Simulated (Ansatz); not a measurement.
Isolated molecules relaxed with PBE0-D4/def2-TZVP in Ansatz; ΔE leaves out vibrations. CCSD(T)/CBS is the MP2 limit (def2-TZVPP, def2-QZVPP) plus CCSD(T) − MP2 in def2-TZVPP, frozen cores. DFT in def2-TZVPP. B3LYP here is the variant with VWN-RPA as its local correlation; programs differ in this. For Se outer-core shells are correlated without core-valence functions, which leaves a few kJ/mol of doubt a bond. Scalar relativity is left out up to krypton. Each species was taken in one conformer, which may not be the lowest.

Reaction (formal exchange of groups at the Se–Si bond): `[SeH][SiH2][SeH]` + `CNCO` → `CNC[SeH]` + `O[SiH2][SeH]`

`[SeH][SiH2][SeH]`:

Cartesian coordinates in Å:
```
Se -1.384 0.881 1.127
Si -0.209 0.061 -0.639
Se 1.730 -0.982 -0.070
H -1.431 -0.424 1.799
H -0.956 -0.979 -1.386
H 0.015 1.253 -1.490
H 2.235 0.189 0.658
```

`CNCO`:

Z-matrix (Å, degrees):
```
C
N 1 1.447
H 1 1.091 2 109.6
H 1 1.102 2 114.3 3 -121.4
H 1 1.093 2 109.5 3 117.8
C 2 1.439 1 113.8 3 178.7
H 2 1.013 1 110.6 3 55.3
O 6 1.399 2 110.6 1 171.4
H 6 1.101 2 114.1 1 -70.0
H 6 1.101 2 107.1 1 49.0
H 8 0.963 6 106.4 2 -48.6
```

`CNC[SeH]`:

Z-matrix (Å, degrees):
```
C
N 1 1.447
H 1 1.091 2 109.4
H 1 1.102 2 114.0 3 -121.5
H 1 1.093 2 109.5 3 117.8
C 2 1.434 1 113.1 3 177.8
H 2 1.012 1 111.2 3 53.6
Se 6 1.963 2 108.3 1 174.5
H 6 1.099 2 115.3 1 -65.3
H 6 1.091 2 109.0 1 56.7
H 8 1.468 6 95.2 2 140.6
```

`O[SiH2][SeH]`:

Cartesian coordinates in Å:
```
O -1.362 -0.664 0.606
Si -0.375 0.401 -0.161
Se 1.745 0.441 0.680
H -1.022 -1.544 0.774
H -0.253 0.098 -1.608
H -0.978 1.730 0.073
H 2.244 -0.463 -0.363
```

CCSD(T)/CBS gives -47.3 kJ/mol.

Another level gave -35.7 kJ/mol. Which?
A. PBE0/def2-TZVPP
B. B3LYP-D4/def2-TZVPP
C. r2SCAN/def2-TZVPP
D. SCS-MP2/def2-TZVPP

A. PBE0 -35.7, r2SCAN -42.0, B3LYP-D4 -46.1, SCS-MP2/def2-TZVPP -53.7 kJ/mol.

Largest T1 diagnostic among the species: 0.010.
